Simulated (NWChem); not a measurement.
**Correlation energy of FGe**

```xyz
2

Ge     0.0000     0.0000     0.3875
F      0.0000     0.0000    -1.3778
```
Charge 0, spin multiplicity 2.

All runs are NWChem calculations. The geometry was optimised at UB3LYP/def2-SVP, a minimum by its harmonic frequencies.

Basis set: 6-311G**. Each correlation energy counts from its own Hartree-Fock reference.

The Hamiltonian is non-relativistic. The correlated methods keep 10 core orbitals frozen. The Pople sets run with spherical d functions. This spin state was chosen for the runs; another may lie lower. The structure started from a generated list of species. The unpaired electrons of the parent sit in orbitals of symmetry b1 (C2v labels of the run); other states weren't searched. No SCF solution was tested for a lower state. Open-shell Hartree-Fock references start from PBE0 orbitals. Coupled-cluster values serve here as a point of comparison, not as the truth.

One of these methods gave a correlation energy of -414.5 mHa. Which?
A. SCS-UMP2
B. UMP2
C. CCSD(T) on UHF
D. CCSD[T] on UHF

B, UMP2. The others give -390.0 (SCS-UMP2), -427.8 (CCSD[T] on UHF), -425.9 (CCSD(T) on UHF).
